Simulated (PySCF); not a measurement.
Relaxation of quintet OsSF2

Level of theory: PySCF, UB3LYP, basis Os def2-SVP with ECP60, S def2-SVP, F def2-SVP (scalar-relativistic core potentials, no spin–orbit coupling, density fitting). A (50,194) grid was used.

A hand-made T-shaped (ligand arrangement 2) start, of C2v symmetry, held to at least that symmetry:

Coordinates in bohr (charge 0 multiplicity 5):
```
Os    0.0000    0.0000   -0.5029
S     0.0000    0.0000    3.4655
F     3.6449    0.0000   -0.3755
F    -3.6449    0.0000   -0.3755
```

Optimiser trace:
```tsv
step	E − E(last) (kJ/mol)	largest gradient (Eh/bohr)
0	47.30	0.02968
1	10.32	0.01102
2	0.72	0.00238
3	0.01	0.00038
4	0.00	0.00011
5	0.00	0.00006
```

It ends at C2v with Os–F 1.898 Å (×2), Os–S 2.156 Å; F–Os–F 161.1°, F–Os–S 99.5° (×2) (after a last refinement on a finer grid). A frequency run shows a minimum. Other isomers or separated fragments may lie lower.

Final geometry:
Z-matrix (Å, degrees; charge 0 multiplicity 5):
```
Os
S  1 2.1557
F  1 1.8980 2 99.47
F  1 1.8980 2 99.47 3 180.00
```

Open d and f shells are described by one determinant, and the ground state may have another occupation or spin. At this level a triplet minimum of C2v symmetry lies 74 kJ/mol below this structure. With an element this heavy the missing spin–orbit coupling can shift these numbers.

The relaxation took roughly 60 core-seconds on a shared host.
